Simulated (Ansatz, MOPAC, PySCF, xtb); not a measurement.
The molecule SnS, closed-shell singlet (the spin of the measured ground state). No spin–orbit coupling.

Constants: fifth-degree fit in 1/R to seven points, most abundant isotopes. In def2 and cc sets the state is the lowest found near the PBE0 minimum, followed along R. The singlet is held restricted. HF and MP2 rows in def2 and cc sets belong to the determinant that coupled cluster picked by its CCSD energy.

Programs: Ansatz (a first-principles code); MOPAC for PM3, PM6, PM7 (differences of heats of formation); PySCF for 3-21G rows, LANL2DZ rows; xtb for the GFN methods.  In def2 rows elements past Kr take small-core potentials, without spin–orbit coupling.

| level | r_e (Å) | ω_e (cm⁻¹) | ω_e x_e (cm⁻¹) | α_e (cm⁻¹) | D_e (eV) | dipole (D) |
|---|---|---|---|---|---|---|
| PM3 | 2.138 | 376 | -1.3 | 0.00069 | - | - |
| PM6 | 2.210 | 497 | 1.0 | 7.6e-5 | - | - |
| PM7 | 2.207 | 510 | 1.2 | 0.00033 | - | - |
| GFN1-xTB | 2.232 | 547 | 1.1 | 0.00051 | - | - |
| GFN2-xTB | 2.232 | 509 | 1.2 | 0.00059 | - | - |
| HF/3-21G | 2.273 | 496 | 1.0 | 0.00039 | - | 5.12 |
| HF/def2-TZVPP | 2.187 | 539 | 1.1 | 0.00042 | - | - |
| HF/def2-QZVPP | 2.186 | 537 | 1.1 | 0.00042 | - | - |
| SVWN5/def2-TZVPP | 2.206 | 488 | 1.2 | 0.00048 | 6.19 | 3.00 |
| PBE/def2-TZVPP | 2.232 | 472 | 1.2 | 0.00048 | 5.34 | 3.20 |
| BP86/LANL2DZ | 2.305 | 423 | 1.00 | 0.00044 | - | 3.71 |
| r2SCAN/def2-TZVPP | 2.212 | 493 | 1.2 | 0.00047 | 5.13 | 3.24 |
| B97M-V/def2-TZVPP | 2.215 | 492 | 1.2 | 0.00047 | 5.38 | 3.47 |
| B3LYP/LANL2DZ | 2.286 | 438 | 0.98 | 0.00043 | - | 4.03 |
| B3LYP/def2-TZVPP | 2.223 | 485 | 1.2 | 0.00047 | 4.97 | 3.42 |
| PBE0/def2-TZVPP | 2.204 | 503 | 1.2 | 0.00045 | 4.98 | 3.41 |
| BHLYP/def2-TZVPP | 2.196 | 517 | 1.1 | 0.00044 | 4.55 | 3.65 |
| CAM-B3LYP/def2-TZVPP | 2.195 | 514 | 1.1 | 0.00044 | 4.82 | 3.53 |
| wB97X-V/def2-TZVPP | 2.184 | 530 | 1.1 | 0.00043 | 5.06 | 3.61 |
| wB97M-V/def2-TZVPP | 2.189 | 523 | 1.1 | 0.00043 | 4.99 | 3.47 |
| B2PLYP/def2-TZVPP | 2.222 | 480 | 1.3 | 0.00050 | 5.04 | - |
| MP2/def2-TZVPP | 2.207 | 500 | 1.1 | 0.00046 | - | - |
| MP2/def2-QZVPP | 2.202 | 500 | 1.1 | 0.00047 | - | - |
| MP2/CBS(def2-TZVPP, def2-QZVPP) | 2.199 | 501 | 1.2 | 0.00047 | - | - |
| SCS-MP2/def2-TZVPP | 2.210 | 500 | 1.1 | 0.00046 | - | - |
| CCSD/def2-TZVPP | 2.202 | 512 | 1.2 | 0.00045 | 4.52 | - |
| CCSD/def2-QZVPP | 2.197 | 513 | 1.2 | 0.00045 | 4.70 | - |
| CCSD(T)/def2-TZVPP | 2.219 | 488 | 1.3 | 0.00049 | 4.86 | - |
| CCSD(T)/def2-QZVPP | 2.212 | 490 | 1.3 | 0.00049 | 5.06 | - |
| CCSD(T)/CBS(def2-TZVPP, def2-QZVPP) | 2.208 | 494 | 1.3 | 0.00049 | 5.20 | - |

D_e counts from each atom's lowest state at the same level, without counterpoise or zero-point energy.

Correlated levels freeze the inner cores; with def2 sets outer-core shells near the valence are correlated too. CBS: X⁻³ extrapolation of the correlation energy, Hartree–Fock from the larger set. Rows in 3-21G, LANL2DZ carry no dispersion term and start afresh at each structure; the Pople sets are all-electron and without relativity. LANL2DZ brings its own core potentials from Na on. The state that PM3, PM6, PM7 reach isn't checked; PM7 holds dispersion and hydrogen-bond terms.

Measured for the ground state: r_e 2.209 Å [microwave values compiled in ACS Omega 2, 8373 (2017)]. ω_e 487.26 cm-1, ω_e x_e 1.358 cm-1, B_e 0.13686 cm-1, α_e 0.00050563 cm-1 [Huber and Herzberg (1979), NIST Chemistry WebBook]. dipole 3.18 D [compilation of Liu, Meijer and Pérez-Ríos].
